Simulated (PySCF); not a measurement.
# Computed vibrations of [NdCl3(H2O)]−

[NdCl3(H2O)]− (singlet in the valence; each metal's 4f electrons, 4 of them, lie in its core potential, out of spins and levels). PySCF 2.14.0, RKS PBE0, Nd lcecp-0-SVP with ECP50, Cl def2-SVP, O def2-SVP, H def2-SVP; non-relativistic Hamiltonian with scalar-relativistic core potentials where named; density fitting; no spin-orbit coupling. Central differences of gradients.

```xyz
7

Nd    0.1435   -0.0298    0.0298
Cl    1.4382    1.7765    1.6637
Cl   -2.5324   -0.6855    0.6855
Cl    1.4382   -1.6637   -1.7765
O    -1.7467    1.3805   -1.3805
H    -2.2135    1.5958   -0.5563
H    -2.2135    0.5563   -1.5958
```

Run from Python with OMP_NUM_THREADS=2. Where DIIS fails, smearing, a level shift and second-order steps follow.
It took 2 min on 2 threads of Arm Neoverse V1 (shared host).

(1) What are the harmonic wavenumbers and infrared intensities?

(2) Is this a minimum?

An lcecp potential fixes the number of 4f electrons, so in runs with it no electron can move into or out of that shell; real Nd(II) is rare or takes another configuration.

Results:

(1) Modes are labelled in Cs; negative numbers are unstable modes, those under 60 cm⁻¹ near the noise; a finer grid moves soft modes by up to 10 cm⁻¹.
| cm⁻¹ | km/mol | symmetry |
| --- | --- | --- |
| -258 | – | a'' |
| 41 | 3.1 | a'' |
| 45 | 16.7 | a' |
| 52 | 14.9 | a' |
| 60 | 2.3 | a'' |
| 143 | 41.5 | a' |
| 185 | 11.7 | a' |
| 236 | 7.1 | a' |
| 249 | 55.4 | a' |
| 253 | 76.9 | a'' |
| 543 | 6.1 | a'' |
| 694 | 387.4 | a' |
| 1658 | 115.6 | a' |
| 3784 | 68.5 | a' |
| 3822 | 68.0 | a'' |

(2) No: 1 unstable; the lowest moves the atoms so:
```
Nd   0.00  0.00  0.00
Cl   0.00  0.00  0.00
Cl   0.00  0.01  0.01
Cl   0.00  0.00  0.00
O    0.00  0.01  0.01
H   -0.17 -0.68  0.11
H    0.17  0.11 -0.68
```
